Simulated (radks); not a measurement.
Results of a calculation; reference values are marked as such.
Species: the iridium ion Ir+. Configuration: [Xe] 4f14 5d(3/2: 4, 5/2: 2) 6s2 (not the ground configuration). Level of theory: Dirac Kohn-Sham, relativistic LDA (MacDonald-Vosko exchange, VWN5 correlation), spin-unpolarised, spherical densities, finite nucleus; Fermi nuclear charge, rms radius 5.4032 fm (a radial shooting solver on a logarithmic mesh with Libxc functionals). Some entries of the table are withheld. Estimate them.

orbital,occ.,eigenvalue (eV),<r> (bohr)
1s1/2,2,-75456.44,0.01752
2s1/2,2,-13216.48,0.07326
2p1/2,2,-12675.18,0.06039
2p3/2,4,-11069.19,0.06866
3s1/2,2,-3101.027,0.1906
3p1/2,2,-2855.757,0.1806
3p3/2,4,-2503.766,0.1959
3d3/2,4,-2090.262,0.1707
3d5/2,6,-2013.737,0.1754
4s1/2,2,-669.4568,(1)
4p1/2,2,-565.5082,0.4277
4p3/2,4,-481.9746,0.4615
4d3/2,4,-310.4260,0.4725
4d5/2,6,-294.8363,0.4838
5s1/2,2,(2),0.9788
5p1/2,2,-75.6813,1.062
4f5/2,6,-75.6319,0.5310
4f7/2,8,-72.5091,0.5387
5p3/2,4,-61.9871,1.160
5d3/2,4,-18.4083,1.593
5d5/2,2,-17.0650,1.652
6s1/2,2,-14.8214,2.633

Answer. 
(1) 4s1/2 <r> (bohr): 0.4246
(2) 5s1/2 eigenvalue (eV): -108.6312
